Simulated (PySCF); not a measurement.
trimethylsulfonium (C₃H₉S), SMILES C[S+](C)C, charge +1.

Coordinates come from a B3LYP-D3(BJ)/def2-SVP optimisation.

Method: TDDFT-PBE0/def2-SVPD in PySCF 2.14.0.

Vertical excitations; the highest root listed may be one member of a degenerate set.  State labels are in the subgroup Cs.

Computed excitation energies, oscillator strengths and character:
| state | symmetry | energy (eV) | λ (nm) | f | main pairs |
|---|---|---|---|---|---|
| S1 | A' | 8.20 | 151 | 0.062 | HOMO→LUMO (degenerate set) |
| S2 | A" | 8.20 | 151 | 0.062 | HOMO→LUMO+1 (degenerate set) |
| S3 | A' | 8.78 | 141 | 0.004 | HOMO→LUMO+2 96 % |
| S4 | A' | 9.68 | 128 | 0.022 | HOMO→LUMO+3 94 % |
| S5 | A" | 9.68 | 128 | 0.000 | HOMO−2→LUMO 48 %, HOMO−1→LUMO+1 48 % |
| S6 | A' | 10.05 | 123 | 0.058 | HOMO−2→LUMO+1, HOMO−1→LUMO (degenerate set) |
| S7 | A" | 10.05 | 123 | 0.058 | HOMO−1→LUMO+1, HOMO−2→LUMO (degenerate set) |
| S8 | A' | 10.06 | 123 | 0.001 | HOMO−1→LUMO, HOMO−2→LUMO+1 (degenerate set) |
| S9 | A' | 10.38 | 119 | 0.012 | HOMO→LUMO+5 (degenerate set) |
| S10 | A" | 10.38 | 119 | 0.012 | HOMO→LUMO+6 (degenerate set) |
| T1 | A" | 6.94 | 179 | 0 | HOMO→LUMO+1 (degenerate set) |
| T2 | A' | 6.94 | 179 | 0 | HOMO→LUMO (degenerate set) |
| T3 | A' | 8.23 | 151 | 0 | HOMO→LUMO+2 76 %, HOMO→LUMO+3 15 % |
| T4 | A' | 8.98 | 138 | 0 | HOMO−1→LUMO 39 %, HOMO−2→LUMO+1 39 %, HOMO→LUMO+2 11 % |
Triplets are in the Tamm–Dancoff approximation, which puts them higher than full response would, so one can lie above its singlet here.
